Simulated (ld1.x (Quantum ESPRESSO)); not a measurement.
## Mg (Z = 12), TM: configuration errors across variants

magnesium, norm-conserving Troullier–Martins (Kleinman–Bylander form), made with ld1.x (Quantum ESPRESSO) 7.5 (PW91, scalar-relativistic). Core [Ne], reference 3s2 3p0. Waves: 3s (bound): rc 2.25 bohr; 3p (bound, empty): rc 3.85 bohr. Local part: all-electron potential smoothed inside 1.70 bohr (lloc = -1). Core correction: none.

All-electron excitation energies from the reference (eV): (1) 3s1 3p0 7.993; (2) 3s1.5 3p0 3.161; (3) 3s1 3p1 3.493; (4) 3s0 3p2 7.184; (5) 3s0 3p1 12.345.

3 further variants failed, have other tests or another functional or relativity, and are left out.

Errors AE − PS in meV (a dash: test not solved or not reliable):

```csv
change,(1),(2),(3),(4),(5),bound ghosts
base,+11,+1.5,+10,+59,+94,none
wave 3s (bound): rc 2.25 bohr becomes 3s (bound): rc 3.36 bohr,+8.3,+1.9,+2.6,+34,+55,none
"all radii scaled by about 1.15 (s 2.58, p 4.42 bohr); local potential all-electron potential smoothed inside 1.94 bohr (lloc = -1)",+8.1,+0.9,+9.7,+58,+91,none
local potential all-electron potential smoothed inside 3.08 bohr (lloc = -1),+7.3,+0.6,+10,+59,+93,none
local potential the s channel,+7.2,+0.6,+12,+70,+146,none
wave 3p (bound): rc 3.85 bohr becomes 3p (bound): rc 5.38 bohr,+11,+1.5,+9.1,+56,+87,none
wave 3p (bound): rc 3.85 bohr becomes 3p (bound): rc 3.96 bohr,+11,+1.5,+10,+59,+94,none
```

Task: Give the same row for: type ultrasoft; waves now 3s (bound): rcut 1.95, rcutus 2.25 bohr; 3s channel at 1.55 Ry: rcut 1.95, rcutus 2.25 bohr; 3p (bound): rcut 3.35, rcutus 3.85 bohr; 3p channel at 5.3 Ry: rcut 3.35, rcutus 3.85 bohr; local potential all-electron potential smoothed inside 2.30 bohr (lloc = -1); augmentation PSQ, inside the norm-conserving radii.

Result: +4.7, +0.1, +15, +88, +121; bound ghosts: none.
